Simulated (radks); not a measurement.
Results of a calculation; reference values are marked as such.
Neutral rubidium inside a hard spherical wall (all orbitals vanish at R), configuration held at [Kr] 5s1 and not refilled when levels cross. Code: a radial shooting solver on a logarithmic mesh with Libxc functionals. Model: scalar-relativistic Kohn-Sham, PBEsol, spin-polarised, spherical densities, finite nucleus; open shells are filled with parallel spins first (spin-orbit coupling, left out, can overturn this in heavy ions); Fermi nuclear charge, rms radius 4.2036 fm. Eigenvalues in eV for spin up, with the zero of energy where the potential of the charges vanishes at infinity; a dash marks a level that is unbound or too diffuse for the functional's potential to be trusted. A positive occupied level is held by the wall or, in an anion where self-interaction has pushed it up, behind a barrier. The pressure on the wall is -dE/dV.

R (bohr)  E (hartree)  kinetic (hartree)    e(3d)    e(4s)    e(4p)   e(5s)  e(5p, empty)  e(6s, empty)  pressure (GPa)
free      -2979.32183           3050.984  -103.91  -31.838  -15.932  -2.451        -0.875             -               0
12        -2979.32061           3050.994  -103.79  -31.728  -15.824  -2.370        -0.616         1.813          0.0147
10        -2979.31657           3051.016  -103.58  -31.516  -15.619  -2.173        -0.175         3.712          0.0888
8         -2979.29982           3051.087  -103.06  -31.023  -15.145  -1.513         1.075         8.105           0.577
4         -2978.67218           3053.387  -96.711  -25.952  -10.197  14.998        23.896        67.058             112
3         -2976.81612           3060.091  -84.884  -17.220   -0.482  48.550        62.905        152.16            1000
2.5       -2973.60391           3070.577  -71.117   -5.404   13.251  93.514        111.91        252.32            3780
2         -2964.52972           3097.296  -45.808   23.419   46.457  195.16        218.34        460.84           17800
1.5       -2933.14355           3182.260    8.593   115.38   147.40  468.35        493.42        977.67          122000
